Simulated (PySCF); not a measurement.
Match the calculated data to a structure.

All candidates are C6H7FO.

| technique | computed result |
| --- | --- |
| Dipole | 2.10 D [PBE0/def2-SVPD] |
| 1H NMR | chemical shifts (computed TMS as zero) by class: 6.55 (1 H), 6.36 (1 H), 6.25 (1 H), 6.02 (1 H), 5.61 (1 H), 4.53 (1 H), 4.48 (1 H) ppm [GIAO PBE0/pcSseg-1] |
| UV, first state | lowest singlet excitation: 4.96 eV (250 nm, f = 0.099) [TDDFT PBE0/def2-SVPD] |
| Rotational structure | rotational constants A, B, C: 3.695, 1.196, 0.930 GHz [GFN2-xTB] |
| UV, strongest line | among the 6 lowest singlet transitions: S2 at 5.87 eV (211 nm, f = 0.404) [TDDFT PBE0/def2-SVPD] |
| Polarisability | 83.5 au [PBE0/def2-SVPD] |
| 13C NMR | chemical shifts (computed TMS as zero) by class: 165.8 (1 C), 145.8 (1 C), 139.5 (1 C), 132.4 (1 C), 124.7 (1 C), 94.9 (1 C) ppm [GIAO PBE0/pcSseg-1] |
| Triplet | lowest triplet excitation (Tamm–Dancoff): 3.21 eV [TDA PBE0/def2-SVPD] |

Gas-phase values; electronic properties from PySCF, density fitting. Levels stand in brackets. The structure is a single GFN2-xTB conformer in the gas phase; no vibrational or solvent corrections. Each NMR value is the plain mean over a class of atoms that symmetry, rotation or inversion makes alike.

Question: Which candidate is it?
A. `C[C@]1(F)CC=CC1=O`
B. `C=C/C=C(\C)C(=O)F`
C. `FCC1=COC=CC1`
D. `C=CC(=C)O/C=C\F`
E. `CC[C@]1(F)C=CC1=O`

Answer: D. It is `C=CC(=C)O/C=C\F`. Numbering: `[CH2:1]=[CH:2][C:3](=[CH2:4])[O:5]/[CH:6]=[CH:7]\[F:8]`. Its formula, C6H7FO, gives 3 degrees of unsaturation: 0 rings and 3 π bonds in the structure found. 6 carbons fall into 6 classes; from least to most shielded: vinylic carbon bearing oxygen [C3] (165.8 ppm), vinylic C–F carbon [C7] (145.8 ppm), alkene CH carbon [C2] (139.5 ppm), vinylic carbon bearing oxygen [C6] (132.4 ppm), terminal =CH2 carbon [C1] (124.7 ppm), terminal =CH2 carbon [C4] (94.9 ppm). Hydrogen classes from least to most shielded: 1 H on a vinylic C–F carbon, C7 (6.55 ppm), 1 H on an alkene CH carbon, C2 (6.36 ppm), 1 H on a terminal =CH2 carbon, C1 (6.25 ppm), 1 H on a vinylic carbon bearing oxygen, C6 (6.02 ppm), 1 H on a terminal =CH2 carbon, C1 (5.61 ppm), 1 H on a terminal =CH2 carbon, C4 (4.53 ppm), 1 H on a terminal =CH2 carbon, C4 (4.48 ppm). S1 is mainly HOMO→LUMO (weight 0.81); the largest Löwdin shares of the orbital it empties are 0.23 on a terminal =CH2 carbon, 0.17 on the ether oxygen, 0.14 on the vinylic C–F carbon and 0.12 on a vinylic carbon bearing oxygen, of the orbital it fills 0.25 on a terminal =CH2 carbon, 0.21 on a terminal =CH2 carbon, 0.16 on the alkene CH carbon and 0.15 on a vinylic carbon bearing oxygen. The optimised geometry has point group C1 and is an asymmetric top.

The others, at the same levels:
- `C=C/C=C(\C)C(=O)F` fails: its computed 13C shifts are 166.9 (1 C), 154.2 (1 C), 140.8 (1 C), 137.8 (1 C), 129.3 (1 C), 13.6 (1 C) ppm, 1H shifts are 7.62 (1 H), 7.04 (1 H), 6.10 (1 H), 6.09 (1 H), 2.16 (3 H) ppm and rotational constant A is 4.018 GHz (against 3.695 GHz).
- `C[C@]1(F)CC=CC1=O` fails: its computed 13C shifts are 208.1 (1 C), 170.2 (1 C), 139.8 (1 C), 94.0 (1 C), 48.0 (1 C), 24.7 (1 C) ppm, 1H shifts are 7.89 (1 H), 6.32 (1 H), 3.15 (1 H), 2.73 (1 H), 1.48 (3 H) ppm and rotational constant A is 2.683 GHz (against 3.695 GHz).
- `FCC1=COC=CC1` fails: its computed lowest singlet excitation is 5.11 eV (243 nm, f = 0.034) (against 4.96 eV), lowest triplet excitation (Tamm–Dancoff) is 3.79 eV (against 3.21 eV) and static isotropic polarisability is 71.3 au (against 83.5 au).
- `CC[C@]1(F)C=CC1=O` fails: its computed 13C shifts are 193.3 (1 C), 179.9 (1 C), 155.9 (1 C), 119.8 (1 C), 27.4 (1 C), 12.1 (1 C) ppm, 1H shifts are 8.76 (1 H), 6.75 (1 H), 2.24 (1 H), 1.95 (1 H), 0.76 (3 H) ppm and rotational constant A is 2.462 GHz (against 3.695 GHz).

Each candidate is one conformer, not necessarily the lowest. Dipoles, sizes and rotational constants follow the conformer. The torsions of the flexible species, by atom-mapped SMILES:
- `[CH2:1]=[CH:2][C:3](=[CH2:4])[O:5]/[CH:6]=[CH:7]\[F:8]`: C1–C2–C3–C4 180°, C2–C3–O5–C6 -160°, C3–O5–C6–C7 -163°
- `[CH2:1]=[CH:2]/[CH:3]=[C:4](\[CH3:5])[C:6](=[O:7])[F:8]`: C1–C2–C3–C4 180°, C3–C4–C6–O7 -178°
- `[F:1][CH2:2][C:3]1=[CH:4][O:5][CH:6]=[CH:7][CH2:8]1`: F1–C2–C3–C4 0°
- `[CH3:1][CH2:2][C@:3]1([F:4])[CH:5]=[CH:6][C:7]1=[O:8]`: C1–C2–C3–F4 -178°
